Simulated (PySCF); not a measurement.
B(Cl)(Et)(NH2) (C₂H₇BClN), SMILES CCB(N)Cl.

Coordinates come from a PBE-D3(BJ)/def2-SVP optimisation. The structure was generated by enumeration, and PubChem lists no compound with its InChIKey, so it may never have been made. Other conformers were not sampled.

Two levels are set side by side: PBE/def2-TZVP (PySCF) and HF/def2-TZVP (PySCF). Same geometry, gas phase. Differences are taken from unrounded values.

```
quantity                         HF    PBE  PBE minus HF
---------------------------  ------  -----  ------------
orbital gap (eV)              14.65   6.46         -8.20
highest occupied level (eV)  -11.52  -6.81          4.72
lowest empty level (eV)        3.13  -0.35         -3.48
dipole moment (D)              2.57   2.48         -0.09
mean polarisability (bohr³)    54.9   61.0           6.1
```

PBE's occupied levels lie high since its potential decays too fast outside the molecule; exact exchange lowers them and widens the gap. Loosely held outer electrons make PBE densities more polarisable. Differences between two approximate levels are no errors against the true value.

Rough cost on one machine, each run with all the roots and properties that it gave: HF against PBE about 1/4.
